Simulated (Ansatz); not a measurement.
Relaxation of C$_{3}$H$_{8}$OSi (13 atoms, charge 0, multiplicity 1), to a largest force component of 0.015 eV/Å in at most 40 steps.

Method: RKS BLYP-D4/def2-SVP (Ansatz).

```xyz
13
Properties=species:S:1:pos:R:3:forces:R:3
C -1.812 -0.318 0.018 -1.27 2.74 -0.78
Si -0.284 -0.857 0.779 0.65 -2.46 -2.04
C 0.276 -0.055 2.229 3.06 -0.42 3.59
C -0.740 -0.701 3.083 -2.08 1.78 -0.94
O -2.013 0.057 3.104 1.30 -1.14 -0.73
H -1.994 0.822 0.133 0.45 -1.24 -0.02
H -1.854 -0.488 -1.062 0.09 -0.25 -0.48
H -2.684 -0.752 0.456 -1.23 -0.73 0.63
H -0.046 -2.366 0.684 -0.05 0.45 0.16
H 1.319 -0.363 2.557 -0.57 0.09 -0.43
H 0.292 1.004 2.227 -0.33 1.66 0.05
H -0.766 -1.785 3.230 -0.14 -0.28 0.36
H -2.315 0.190 4.011 0.10 -0.19 0.63
```

Where does it end, and by what steps?

The run converged. After 13 steps the energy has fallen by 1.305 eV; H13 moved furthest, 1.10 Å.

| step | energy less start (eV) | largest force component (eV/Å) | accepted |
| --- | --- | --- | --- |
| 0 | 0.0000 | 3.588 | yes |
| 1 | -0.6446 | 2.530 | yes |
| 2 | -0.9125 | 1.119 | yes |
| 3 | -1.0283 | 0.467 | yes |
| 4 | -1.0550 | 0.610 | yes |
| 5 | -1.0738 | 1.051 | yes |
| 6 | -1.1196 | 0.671 | yes |
| 7 | -1.2263 | 0.715 | yes |
| 8 | -1.1817 | 1.548 | no |
| 9 | -1.2901 | 0.641 | yes |
| 10 | -1.3014 | 0.152 | yes |
| 11 | -1.3021 | 0.149 | yes |
| 12 | -1.3050 | 0.030 | yes |
| 13 | -1.3052 | 0.014 | yes |

```xyz
13
Properties=species:S:1:pos:R:3
C -1.829 -0.177 0.055
Si -0.089 -0.865 0.542
C 0.377 0.014 2.337
C -0.707 -0.650 2.969
O -1.893 -0.010 3.153
H -1.740 0.853 -0.350
H -2.249 -0.811 -0.755
H -2.561 -0.146 0.889
H -0.399 -2.284 1.020
H 1.388 -0.317 2.620
H 0.277 1.107 2.220
H -0.608 -1.666 3.380
H -2.588 -0.663 3.367
```

Whether the end is a true minimum wasn't checked by a vibrational analysis.

Run time: 35 s on 2 threads of Arm Neoverse V1, on a shared host, peak memory 0.13 GiB.
